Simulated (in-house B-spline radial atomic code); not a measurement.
RPA and G0W0 for the tellurium ion Te⁺, [Kr] 4d10 5s2 5p3, highest spin, as one setting changes: the share of exact exchange in the PBE hybrid start. A dash marks a level of low quasi-particle weight. Computed with a B-spline radial code for spherical atoms: all electrons, scalar-relativistic (spin-free one-electron X2C), finite nucleus, each spin shell either full or empty, empty states to l = 9 with an (l + 1/2)⁻⁴ tail; G0W0 by contour deformation at full frequency.

Spin-orbit coupling, left out, splits p levels strongly here.

| share of exact exchange in the PBE hybrid start | mean-field level (eV) | G0W0 level (eV) | RPA correlation (Eh) |
| --- | --- | --- | --- |
| 0 | -14.533 | 5p up -18.924 | -3.9993 |
| 0.1 | -15.037 | 5p up -18.996 | -3.962 |
| 0.2 | ? | ? | ? |
| 0.3 | -16.049 | 5p up -19.100 | -3.8912 |
| 0.4 | -16.557 | 5p up -19.139 | -3.8575 |
| 0.5 | -17.067 | 5p up -19.171 | -3.8249 |
| 0.6 | -17.577 | 5p up -19.198 | -3.7932 |
| 0.7 | -18.088 | 5p up -19.221 | -3.7625 |
| 0.8 | -18.600 | 5p up -19.240 | -3.7327 |
| 0.9 | ? | ? | ? |
| 1 | -19.627 | 5p up -19.270 | -3.6753 |

Task: What belongs in the row for 0.2?

Result: mean-field level (eV): -15.542; G0W0 level (eV): 5p up -19.053; RPA correlation (Eh): -3.926.

Task: What belongs in the row for 0.9?

Result: mean-field level (eV): -19.113; G0W0 level (eV): 5p up -19.256; RPA correlation (Eh): -3.7036.

Task: At what share of exact exchange does G0W0 leave the highest level unchanged?

Result: Near 0.93, where the shift changes sign (-0.143 eV at 0.9, +0.356 eV at 1).
